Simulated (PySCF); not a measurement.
# Ionising LiZn

r²SCAN; basis Li aug-pcseg-1, Zn aug-pcseg-1; no relativity; PySCF 2.14. Neutral (UKS): doublet (σ ↑), Re = 2.880 Å, ωe = 187 cm⁻¹, De = 0.28 eV, HOMO -3.14 eV, LUMO -1.66 eV.

LiZn⁻ (UKS): singlet (closed shell), Re = 3.210 Å, ωe = 125 cm⁻¹. The energies at the minima are -1786.65807 hartree for LiZn and -1786.67370 for LiZn⁻.

(1) Work out the adiabatic electron affinity, without and with harmonic zero-point energies (1 hartree = 27.2114 eV, 1 eV = 8065.5 cm⁻¹), and the change of the bond length.

Closed-shell solutions of metal pairs were not tested for spin polarisation, which can lower them a little. Weak bonds: LiZn. Basis-set superposition, not corrected here, can be much of De in a small basis, most of all at correlated wavefunction levels. The highest Kohn–Sham level is positive in this anion. Much of that is self-interaction error, but it also means that the finite basis helps to hold the extra electron. States were picked by a PBE0 search and need not be the measured ground states.

## Answers

(1) At r²SCAN: 0.01563 hartree = 0.425 eV between the minima; the zero-point term (187.0 − 125.0)/2 cm⁻¹ = +0.004 eV makes it 0.429 eV. Re changes by +33.0 pm against the neutral. The electron enters a σ orbital, and the longer bond of the ion fits an antibonding orbital, or a change in how ionic the bond is.
